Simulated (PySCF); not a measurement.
Working with the constants of RhBr

BLYP constants of RhBr, ³Δ (triplet), unpaired electrons σ ↑, δ ↑ (Rh def2-TZVPP with ECP28, Br def2-TZVPP; scalar-relativistic core potentials (PySCF 2.14); masses 102.9055 and 78.9183 u):

* ωe: 246.6 cm⁻¹
* ωexe: 0.733 cm⁻¹
* Be: 0.064788 cm⁻¹
* αe: 0.000259 cm⁻¹
* De to Rh (4d8 5s1) + Br: 3.09 eV

(1) What force constant and bond length do these constants imply?

(2) Estimate the centrifugal constant D from the Kratzer relation and find the Dunham coefficient a1.

The metal atom is held in its measured ground configuration; semilocal functionals can put another filling of s and d lower by some tenths of an eV, and De to that atom would be smaller. Spin–orbit coupling is left out, which matters for elements this heavy, above all for dissociation energies. With d or f electrons several states lie close, and the lowest PBE0 determinant need not be the measured ground state.

Results:

(1) Reduced mass μred = 44.665 u; k = 5.8918×10⁻⁷·μred·ωe² (u, cm⁻¹, mdyn/Å) = 1.60 mdyn/Å; Re = √(16.8576/(μred·Be)) (u, cm⁻¹, Å) = 2.414 Å.

(2) D = 4Be³/ωe² = 1.79e-08 cm⁻¹; a1 = −1 − αeωe/(6Be²) = -3.54.
